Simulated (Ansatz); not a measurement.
A search over several starts for the lowest SCF solution of Li5Sn⁻ at the given spin, in a small basis.

```yaml
crystal:
  periodic: [false, false, false]
  atoms:
    - {symbol: Li, position_ang: [-1.751132, -0.255863, 1.748127]}
    - {symbol: Li, position_ang: [1.881144, 0.415638, -1.570491]}
    - {symbol: Li, position_ang: [-0.589952, 2.058533, -1.265631]}
    - {symbol: Li, position_ang: [0.721767, -1.895020, 1.437677]}
    - {symbol: Li, position_ang: [-0.784230, -0.980594, -1.055924]}
    - {symbol: Sn, position_ang: [0.522402, 0.657313, 0.706250]}
basis:
  gaussian: {orbitals: def2-SVP, initial_orbitals: start.molden}
total_charge: -1
magnetization: {spin_polarized: true, initial_magnetization: 2}
hamiltonian: {xc: pbe0, dispersion: d4}
output: {orbitals: {seedname: orbitals}}
```

The file start.molden holds the orbitals of an earlier run on this structure, at another level or in another basis.

```sh
$ ansatz run in.yaml --threads 4 --pin off --events-out ev --progress --plain --max-ram 3916MiB
```

It prints (some lines left out):

```
Functional definition: PBE0
987 factors; integrals over basis functions are off by at most 1.3e-4 eV
mean field evaluation 1: about -6852.7874 eV, gradient 2.2e1 eV
mean field evaluation 2: about -6853.1063 eV, gradient 6.3e-1 eV
mean field evaluation 4: about -6853.2584 eV, gradient 4.6e-2 eV
mean field evaluation 8: about -6853.2586 eV, gradient 1.2e-5 eV
mean field evaluation 16: about -6851.7933 eV, gradient 1.0e1 eV
mean field evaluation 32: about -6853.2586 eV, gradient 3.3e-3 eV
mean field evaluation 64: about -6853.1668 eV, gradient 1.1e0 eV
mean field -6853.25855688 eV, -251.8526066597 hartree, gradient 1.6e-5 eV, S^2 2.012387; 11 other end points of the search recorded, 0 dependent functions left out
reference -6853.25858906 eV, -251.8526078425 hartree; 20, 18 occupied and 51, 53 virtual orbitals, 987 factors
Total energy: -6853.35524616 eV, -251.8561599254 hartree
```

Run time 7 s (4 threads of Arm Neoverse V1 on a shared host).

In the def2 sets Sn takes a core potential; there is no spin–orbit coupling. The highest occupied level of the charge -1 triplet lies above zero (up to 0.36 eV). It is a level of α spin, whose loss leaves a doublet; that state wasn't run at this geometry and level. The electron is either unbound and held by the finite basis, or the level is raised by self-interaction error. At PBE0-D4/def2-TZVPD a broken-symmetry singlet of charge -1 lies 0.12 eV below the triplet, each at its own geometry. The structure comes from a short search, and lower isomers may exist.
